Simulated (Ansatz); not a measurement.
Saddle point of CH$_{5}$GaO, closed shell (CH₅GaO ([CH3][GaH][OH]) → CH₃Ga ([CH3][Ga]) + H₂O; bonds formed: O2–H3; bonds broken: Ga1–O2, Ga1–H3), PBE0-D4/def2-TZVP structure:

Ga1  (-0.610, -0.467, -0.635)
O2  (0.989, 0.151, -1.696)
H3  (0.059, -0.828, -2.092)
C4  (-0.602, 0.211, 1.219)
H5  (1.900, -0.109, -1.504)
H6  (-1.550, 0.049, 1.733)
H7  (-0.380, 1.281, 1.195)
H8  (0.193, -0.289, 1.781)
(Å)

Energies are electronic, without zero-point energy. Barriers and step energies count from the start structure reached by relaxing down the imaginary mode; all methods use the PBE0-D4 structures, on which another method's saddle can fall below an end. Computed with Ansatz 0.2.0 (basis: def2-TZVPP, with def2-QZVPP for the basis limit); correlated methods freeze the cores. Filled d shells of the heavier atoms are correlated. The def2 sets are not built for correlating such inner shells, so the correlated values are less sure here. B3LYP uses VWN-RPA correlation. Extrapolation: Hartree–Fock as exp(−7.88 √X), correlation as X^−2.97.

```json
{"method": "SPW92", "barrier (kcal/mol)": "48.42", "step energy (kcal/mol)": "26.39"}
{"method": "PBE-D4", "barrier (kcal/mol)": "50.33", "step energy (kcal/mol)": "22.80"}
{"method": "BLYP-D4", "barrier (kcal/mol)": "50.81", "step energy (kcal/mol)": "19.83"}
{"method": "r2SCAN-D4", "barrier (kcal/mol)": "56.34", "step energy (kcal/mol)": "27.81"}
{"method": "B97M-V", "barrier (kcal/mol)": "59.45", "step energy (kcal/mol)": "27.23"}
{"method": "PBE0-D4", "barrier (kcal/mol)": "?", "step energy (kcal/mol)": "24.69"}
{"method": "B3LYP-D4", "barrier (kcal/mol)": "56.83", "step energy (kcal/mol)": "21.78"}
{"method": "r2SCAN0-D4", "barrier (kcal/mol)": "61.27", "step energy (kcal/mol)": "27.59"}
{"method": "BHLYP-D4", "barrier (kcal/mol)": "65.30", "step energy (kcal/mol)": "23.94"}
{"method": "CAM-B3LYP-D4", "barrier (kcal/mol)": "60.93", "step energy (kcal/mol)": "25.32"}
{"method": "wB97X-V", "barrier (kcal/mol)": "63.52", "step energy (kcal/mol)": "28.06"}
{"method": "wB97M-V", "barrier (kcal/mol)": "60.55", "step energy (kcal/mol)": "23.65"}
{"method": "B2PLYP", "barrier (kcal/mol)": "59.50", "step energy (kcal/mol)": "25.49"}
{"method": "PBE-QIDH", "barrier (kcal/mol)": "63.67", "step energy (kcal/mol)": "29.02"}
{"method": "RPA on PBE", "barrier (kcal/mol)": "60.28", "step energy (kcal/mol)": "25.69"}
{"method": "HF", "barrier (kcal/mol)": "?", "step energy (kcal/mol)": "25.74"}
{"method": "MP2", "barrier (kcal/mol)": "?", "step energy (kcal/mol)": "30.16"}
{"method": "CCSD", "barrier (kcal/mol)": "65.85", "step energy (kcal/mol)": "26.86"}
{"method": "CCSD(T)", "barrier (kcal/mol)": "62.58", "step energy (kcal/mol)": "27.08"}
```

Question: Fill in the withheld barriers. (Judge from chemistry; the value comes from the calculation.)

Answer: Computed: PBE0-D4 57.83; HF 78.05; MP2 62.84 kcal/mol. Each is the energy of the saddle less that of the start structure, by the same method.

For comparison, the barrier by CCSD(T) at an estimated basis limit (MP2 extrapolated from triple and quadruple zeta, plus CCSD(T) − MP2 in triple zeta) is 60.60 kcal/mol.

No T1 diagnostic of these runs exceeds 0.017. The restricted Hartree–Fock reference is unstable towards an unrestricted one at one or more of these structures.

Labels in which every atom is bracketed show which atoms are joined, not bond orders.

For scale, one of the runs: CCSD(T)/def2-TZVPP, 180 basis functions, launched by `ansatz run in.yaml --threads 2 --pin off --events-out ev --progress --plain --max-ram 4352MiB`. Hardware: 2 CPU threads of an Intel Xeon 6975P-C, shared host. Wall time 20 s; peak host memory 1.9 GiB.
